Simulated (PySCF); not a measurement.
Run record for `N1[SiH2]N[SiH](P)N[SiH2]1`: OPBE/def2-SVPD, damping 0.1 at the start, DIIS from the seventh cycle, TDA, 25 singlets.

Method: TDA OPBE/def2-SVPD, vertical, gas phase, core orbitals frozen in the response (PySCF 2.14.0, density-fitted response routines). Geometry: GFN2-xTB. The command runs a driver script over a list of jobs; the input below is this job's line of settings and its coordinates in Å.

Command:
```bash
OMP_NUM_THREADS=1 python probes_run.py task.json out
```

Input:
```
{"job": {"kind": "uv", "xc": "OPBE", "basis": "def2-SVPD", "nstates": 25, "ntriplets": 5, "tda": true, "scf": {"damp": 0.1}}, "charge": 0, "multiplicity": 1}
P      2.940555    -0.709096     1.132797
Si     1.150832    -0.342053    -0.164251
N     -0.101833    -1.406937     0.351873
Si    -1.785917    -1.108886     0.114104
N     -1.891264     0.454279    -0.612017
Si    -0.935041     1.860193    -0.311342
N      0.644708     1.285730     0.080419
H      3.273614    -1.888724     0.498993
H      3.792323     0.024011     0.331661
H      1.396292    -0.553928    -1.603162
H      0.141368    -2.212895     0.900690
H     -2.352464    -2.055799    -0.852902
H     -2.454890    -1.184930     1.420103
H     -2.756324     0.634078    -1.091898
H     -0.923840     2.627072    -1.562734
H     -1.412993     2.658971     0.824681
H      1.267875     1.930945     0.533074
```

Output:
```
damping 0.10 in the first 6 cycles
final grid: 134400 points
cycle   1  E = -1379.3862450869  dE =  6.395e-01  |g| = 7.796e-01  |ddm| = 6.127e+00
cycle   2  E = -1379.1591330088  dE =  2.271e-01  |g| = 1.236e+00  |ddm| = 2.858e+00
cycle   3  E = -1378.6597247864  dE =  4.994e-01  |g| = 1.941e+00  |ddm| = 4.005e+00
cycle   4  E = -1373.6488339128  dE =  5.011e+00  |g| = 4.193e+00  |ddm| = 2.644e+01
cycle   5  E = -1350.6130235985  dE =  2.304e+01  |g| = 8.077e+00  |ddm| = 8.211e+01
cycle   6  E = -1171.7808851283  dE =  1.788e+02  |g| = 1.366e+01  |ddm| = 2.515e+02
cycle   7  E = -1140.6440446227  dE =  3.114e+01  |g| = 1.760e+01  |ddm| = 2.523e+02
cycle   8  E = -1348.0362782327  dE = -2.074e+02  |g| = 7.807e+00  |ddm| = 6.743e+01
cycle   9  E = -1330.3493552039  dE =  1.769e+01  |g| = 9.606e+00  |ddm| = 8.910e+01
cycle  10  E = -1354.3495206498  dE = -2.400e+01  |g| = 6.338e+00  |ddm| = 8.810e+01
cycle  11  E = -1343.0499156578  dE =  1.130e+01  |g| = 8.352e+00  |ddm| = 3.173e+01
cycle  12  E = -1378.7851621554  dE = -3.574e+01  |g| = 1.705e+00  |ddm| = 1.927e+01
cycle  13  E = -1377.6799728450  dE =  1.105e+00  |g| = 1.877e+00  |ddm| = 3.783e+01
cycle  14  E = -1379.4741312816  dE = -1.794e+00  |g| = 3.987e-01  |ddm| = 3.772e+01
cycle  15  E = -1379.4916496968  dE = -1.752e-02  |g| = 3.060e-01  |ddm| = 1.642e+00
cycle  16  E = -1379.5255947528  dE = -3.395e-02  |g| = 5.157e-02  |ddm| = 8.360e-01
cycle  17  E = -1379.5263827629  dE = -7.880e-04  |g| = 2.474e-02  |ddm| = 1.708e-01
cycle  18  E = -1379.5265500390  dE = -1.673e-04  |g| = 6.046e-03  |ddm| = 4.492e-02
cycle  19  E = -1379.5265563943  dE = -6.355e-06  |g| = 3.960e-03  |ddm| = 1.558e-02
cycle  20  E = -1379.5265601104  dE = -3.716e-06  |g| = 9.191e-04  |ddm| = 6.424e-03
cycle  21  E = -1379.5265603252  dE = -2.148e-07  |g| = 3.155e-04  |ddm| = 2.307e-03
cycle  22  E = -1379.5265603555  dE = -3.033e-08  |g| = 9.583e-05  |ddm| = 7.460e-04
cycle  23  E = -1379.5265603578  dE = -2.261e-09  |g| = 3.860e-05  |ddm| = 2.267e-04
cycle  24  E = -1379.5265603582  dE = -4.379e-10  |g| = 9.056e-06  |ddm| = 8.880e-05
converged SCF energy = -1379.5265603582

Static polarisability (au): isotropic 122.960, principal 102.391 119.937 146.550

Singlet excitations
state   eV       nm        f      main configurations
  1   5.3989    229.6   0.01427   H->L 0.79, H-1->L 0.19
  2   5.4348    228.1   0.01321   H-1->L 0.80, H->L 0.18
  3   5.5306    224.2   0.00041   H->L+1 0.93
  4   5.5834    222.1   0.00133   H->L+2 0.54, H-1->L+1 0.41
  5   5.6206    220.6   0.00659   H-1->L+1 0.53, H->L+2 0.40
  6   5.6592    219.1   0.00843   H-1->L+2 0.93
  7   5.8394    212.3   0.00860   H-2->L 0.87
  8   5.9327    209.0   0.00623   H-2->L+1 0.97
  9   6.0120    206.2   0.00919   H-2->L+2 0.89, H-3->L 0.08
 10   6.1408    201.9   0.01770   H-3->L 0.75
 11   6.2635    197.9   0.00076   H-3->L+1 0.72, H->L+5 0.18
 12   6.2716    197.7   0.01504   H->L+3 0.84
 13   6.2840    197.3   0.00043   H-3->L+2 0.74, H->L+4 0.24
 14   6.3213    196.1   0.00763   H-1->L+3 0.74, H-1->L+4 0.08
 15   6.3310    195.8   0.00197   H-1->L+4 0.58, H-1->L+3 0.15, H->L+4 0.10
 16   6.3764    194.4   0.00182   H->L+5 0.64, H-3->L+1 0.14, H-1->L+4 0.13
 17   6.4086    193.5   0.00620   H->L+4 0.40, H-1->L+4 0.13, H-1->L+5 0.12
 18   6.4362    192.6   0.01539   H-1->L+5 0.80
 19   6.5802    188.4   0.00153   H->L+6 0.95
 20   6.6195    187.3   0.00625   H->L+7 0.96
 21   6.6345    186.9   0.00418   H-1->L+6 0.98
 22   6.6728    185.8   0.00201   H-2->L+3 0.63, H-1->L+7 0.32
 23   6.6873    185.4   0.00206   H-1->L+7 0.59, H-2->L+3 0.29
 24   6.7881    182.6   0.00244   H-2->L+5 0.79
 25   6.8375    181.3   0.02896   H-2->L+4 0.60, H-3->L+4 0.23

Triplet excitations (Tamm-Dancoff, eV): 5.2012 5.3593 5.3744 5.4283 5.4719
```

H and L stand for HOMO and LUMO; the number after each pair is its weight.

Problem. How does the lowest singlet excitation compare with the HOMO–LUMO gap?

Solution. HOMO -5.89 eV and LUMO -0.54 eV give a gap of 5.35 eV; S1 at 5.40 eV lies 0.05 eV above it.

Problem. Give S1 in cm⁻¹ and kJ/mol.

Solution. 5.3989 eV × 8065.54 = 43545 cm⁻¹; × 96.485 = 520.9 kJ/mol.

In short: SCF converged in 24 cycles with 236 basis and 990 fitting functions; HOMO -5.89 eV, LUMO -0.54 eV; lowest singlet 5.40 eV; lowest triplet 5.20 eV (Tamm–Dancoff); mean polarisability 123.0 au.

Problem. Estimate the wall time. Hardware: AMD EPYC 9R14, one thread, on a shared host. And the peak memory of the process?

Solution. About 63 s, with 0.76 GiB resident at the peak, the Python interpreter and its libraries included.

One conformer stands for the species.
